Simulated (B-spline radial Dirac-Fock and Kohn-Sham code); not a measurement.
## L1 emission of Zn¹¹⁺

System: zinc as Zn¹¹⁺, 1s2 2s2 2p6 3s2 3p6 3d1.

Calculated with a radial B-spline solver, using independent-particle rates on relativistic LDA orbitals of the hole state (multipoles up to L = 3, Coulomb Auger matrix elements, transition energies from Dirac-Fock).

```csv
line,multipole,energy (eV),width (meV),share (%)
L1-L2,E1,154.6,0.0348,0.399
L1-L3,E1,178.0,0.109,1.25
Lβ4,E1,1168.6,3.00,34.4
Lβ3,E1,1172.8,5.58,64.0
L1-M5,E2,1244.7,0.00203,0.0233
```

The listed lines hold 100.0 % of the radiative rate. The radiative width is 0.00872 eV in the length form and 0.00854 eV in the velocity form; the two differ because the transition energies are not eigenvalue differences of the potential that gave the orbitals.
